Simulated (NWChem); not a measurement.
System: C$_{3}$H$_{6}$Cl, doublet; SMILES C[C](C)Cl

Here is an NWChem input.

```
start job
memory heap 200 mb stack 900 mb global 1100 mb
geometry units angstroms noautoz
  C      0.018593     1.066942    -1.307119
  C     -0.153504     0.385868     0.000000
  C      0.018593     1.066942     1.307119
  Cl     0.099190    -1.329864     0.000000
  H      1.086310     1.151201    -1.594934
  H     -0.391811     2.087753    -1.264122
  H     -0.489667     0.518258    -2.114509
  H     -0.489667     0.518258     2.114509
  H      1.086310     1.151201     1.594934
  H     -0.391811     2.087753     1.264122
end
basis spherical
  C library def2-svp
  Cl library def2-svp
  H library def2-svp
end
dft
  odft
  mult 2
  xc r2scan
  iterations 200
end
task dft gradient
```

Parts of the log:

```
             Northwest Computational Chemistry Package (NWChem) 7.3.0
             --------------------------------------------------------

 CS  symmetry detected

                             Geometry "geometry" -> ""
                             -------------------------

 Output coordinates in angstroms (scale by  1.889725989 to convert to a.u.)

  No.       Tag          Charge          X              Y              Z
 ---- ---------------- ---------- -------------- -------------- --------------
    1 C                    6.0000     0.03004217    -1.06601567    -1.30711900
    2 C                    6.0000    -0.17097980    -0.39291141     0.00000000
    3 C                    6.0000     0.03004217    -1.06601567     1.30711900
    4 Cl                  17.0000     0.00822177     1.33204579     0.00000000
    5 H                    1.0000     1.10038321    -1.10460618    -1.59493400
    6 H                    1.0000    -0.33639877    -2.10341992    -1.26412200
    7 H                    1.0000    -0.50118313    -0.53953486    -2.11450900
    8 H                    1.0000    -0.50118313    -0.53953486     2.11450900
    9 H                    1.0000     1.10038321    -1.10460618     1.59493400
   10 H                    1.0000    -0.33639877    -2.10341992     1.26412200

 Effective nuclear repulsion energy (a.u.)     155.9770555985

      Symmetry information
      --------------------

 Group name             Cs
 Group number              2
 Group order               2
 No. of unique centers     6

                                 NWChem DFT Module
                                 -----------------

 Summary of "ao basis" -> "ao basis" (spherical)
 ------------------------------------------------------------------------------
       Tag                 Description            Shells   Functions and Types
 ---------------- ------------------------------  ------  ---------------------
 C                          def2-svp                 6       14   3s2p1d
 Cl                         def2-svp                 8       18   4s3p1d
 H                          def2-svp                 3        5   2s1p

      Symmetry analysis of basis
      --------------------------

        a'         52
        a"         38

            General Information
            -------------------
          SCF calculation type: DFT
          Wavefunction type:  spin polarized.
          No. of atoms     :    10
          No. of electrons :    41
           Alpha electrons :    21
            Beta electrons :    20
          Charge           :     0
          Spin multiplicity:     2
          Use of symmetry is: on ; symmetry adaption is: on
          Maximum number of iterations: 200
          AO basis - number of functions:    90
                     number of shells:    44
          Convergence on energy requested:  1.00D-06
          Convergence on density requested:  1.00D-05
          Convergence on gradient requested:  5.00D-04

              XC Information
              --------------
                      r^2SCAN Method XC Functional
               r^2SCAN metaGGA Exchange Functional  1.000
                     r^2SCAN Correlation Potential  1.000

             Grid Information
             ----------------
          Grid used for XC integration:  medium
          Radial quadrature: Mura-Knowles
          Angular quadrature: Lebedev.
          Tag              B.-S. Rad. Rad. Pts. Rad. Cut. Ang. Pts.
          ---              ---------- --------- --------- ---------
          C                   0.70       49          10.0       434
          Cl                  1.00       88          10.0       590
          H                   0.35       45          11.0       434
          Grid pruning is: on
          Number of quadrature shells:   321
          Spatial weights used:  Erf1

      Superposition of Atomic Density Guess
      -------------------------------------

 Sum of atomic energies:        -575.19362483

      Non-variational initial energy
      ------------------------------

 Total energy =    -577.378205
 1-e energy   =   -1098.719719
 2-e energy   =     365.364458
 HOMO         =      -0.093214
 LUMO         =       0.109505

   Symmetry analysis of molecular orbitals - initial alpha
   -------------------------------------------------------

  Numbering of irreducible representations:

     1 a'          2 a"

  Orbital symmetries:

     1 a'          2 a'          3 a"          4 a'          5 a'
     6 a'          7 a"          8 a'          9 a'         10 a"
    11 a'         12 a'         13 a'         14 a'         15 a"
    16 a"         17 a'         18 a"         19 a'         20 a"
    21 a'         22 a'         23 a'         24 a"         25 a'
    26 a'         27 a"         28 a"         29 a'         30 a"
    31 a'

   Symmetry analysis of molecular orbitals - initial beta
   ------------------------------------------------------

  Numbering of irreducible representations:

     1 a'          2 a"

  Orbital symmetries:

     1 a'          2 a'          3 a"          4 a'          5 a'
     6 a'          7 a"          8 a'          9 a'         10 a"
    11 a'         12 a'         13 a'         14 a'         15 a"
    16 a"         17 a'         18 a"         19 a'         20 a"
    21 a'         22 a'         23 a'         24 a"         25 a'
    26 a'         27 a"         28 a"         29 a'         30 a"
    31 a'

   convergence    iter        energy       DeltaE   RMS-Dens  Diis-err
 ---------------- ----- ----------------- --------- --------- ---------
 d= 0,ls=0.0,diis     1   -577.7067436071 -7.34D+02  5.39D-03  9.55D-02
                                                     3.96D-03  7.80D-02
 d= 0,ls=0.0,diis     2   -577.7116449627 -4.90D-03  3.51D-03  6.84D-02
                                                     3.39D-03  7.22D-02
 d= 0,ls=0.0,diis     3   -577.7400578466 -2.84D-02  1.45D-03  1.90D-02
                                                     1.18D-03  1.56D-02
 d= 0,ls=0.0,diis     4   -577.7492937168 -9.24D-03  2.59D-04  4.11D-04
                                                     1.86D-04  3.12D-04
 d= 0,ls=0.0,diis     5   -577.7494661921 -1.72D-04  8.24D-05  4.35D-05
                                                     8.92D-05  6.54D-05
  Resetting Diis
 d= 0,ls=0.0,diis     6   -577.7494988703 -3.27D-05  3.94D-05  6.78D-06
                                                     2.72D-05  3.52D-06
 d= 0,ls=0.0,diis     7   -577.7495026609 -3.79D-06  2.09D-05  3.39D-07
                                                     1.39D-05  6.10D-07
 d= 0,ls=0.0,diis     8   -577.7495028790 -2.18D-07  9.76D-06  3.85D-07
                                                     6.55D-06  2.61D-07

         Total DFT energy =     -577.749502878980
      One electron energy =    -1102.104198677026
           Coulomb energy =      414.996613584146
    Exchange-Corr. energy =      -46.618973384599
 Nuclear repulsion energy =      155.977055598499

 Numeric. integr. density =       41.000008162874

                  Occupations of the irreducible representations
                  ----------------------------------------------

                     irrep           alpha         beta
                     --------     --------     --------
                     a'               14.0         13.0
                     a"                7.0          7.0

                    DFT Final Alpha Molecular Orbital Analysis
                    ------------------------------------------

 Vector   19  Occ=1.000000D+00  E=-3.060777D-01  Symmetry=a'
              MO Center=  3.1D-02,  7.3D-01,  4.0D-15, r^2= 2.5D+00
   Bfn.  Coefficient  Atom+Function         Bfn.  Coefficient  Atom+Function
  ----- ------------  ---------------      ----- ------------  ---------------
    53      0.533605   4 Cl px               50      0.409215   4 Cl px
    47      0.237940   4 Cl px               18      0.161010   2 C  px
    21      0.133696   2 C  px               61     -0.127822   5 H  s
    81     -0.127822   9 H  s                 4     -0.126458   1 C  px
    32     -0.126458   3 C  px               54     -0.122611   4 Cl py

 Vector   20  Occ=1.000000D+00  E=-2.711146D-01  Symmetry=a"
              MO Center= -4.6D-03,  1.0D+00,  2.5D-17, r^2= 2.0D+00
   Bfn.  Coefficient  Atom+Function         Bfn.  Coefficient  Atom+Function
  ----- ------------  ---------------      ----- ------------  ---------------
    55      0.633214   4 Cl pz               52      0.457120   4 Cl pz
    49      0.265851   4 Cl pz               20     -0.139649   2 C  pz
     5      0.109442   1 C  py               33     -0.109442   3 C  py
     6      0.089414   1 C  pz               34      0.089414   3 C  pz
     3      0.080976   1 C  s                31     -0.080976   3 C  s

[...]

                         DFT ENERGY GRADIENTS

    atom               coordinates                        gradient
                 x          y          z           x          y          z
   1 C       0.056771  -2.014478  -2.470097    0.000174   0.000214   0.000648
   2 C      -0.323105  -0.742495   0.000000    0.001374   0.004401   0.000000
   3 C       0.056771  -2.014478   2.470097    0.000174   0.000214  -0.000648
   4 Cl      0.015537   2.517202   0.000000   -0.000757  -0.005540   0.000000
   5 H       2.079423  -2.087403  -3.013988   -0.000639   0.000030   0.000289
   6 H      -0.635701  -3.974887  -2.388844    0.000071   0.000440  -0.000068
   7 H      -0.947099  -1.019573  -3.995843    0.000085  -0.000114   0.000396
   8 H      -0.947099  -1.019573   3.995843    0.000085  -0.000114  -0.000396
   9 H       2.079423  -2.087403   3.013988   -0.000639   0.000030  -0.000289
  10 H      -0.635701  -3.974887   2.388844    0.000071   0.000440   0.000068
```

Level: r2SCAN/def2-SVP, spin-unrestricted. In the optimisation the excess spin sits in a' (Cs, its own frame). All runs use the structure optimised with PBE0/def2-SVP, spin-unrestricted. No stability test was run on the SCF state.
